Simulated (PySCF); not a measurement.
TeCl₂, SMILES Cl[Te]Cl. The structure is a stationary point at PBE-D3(BJ)/def2-TZVP. The isomer is the one that the SMILES or the coordinates give; other isomers of the formula were not compared. The def2 effective core potentials stand for the cores of Te; spin–orbit coupling is left out.

Computed equilibrium geometry at PBE-D3(BJ)/def2-TZVP (PySCF confirms it by a frequency run) as a Z-matrix, and its point group:
point group C2v.
```
Te
Cl 1 2.3476
Cl 1 2.3476 2 100.20
```
Charge 0, spin multiplicity 1.
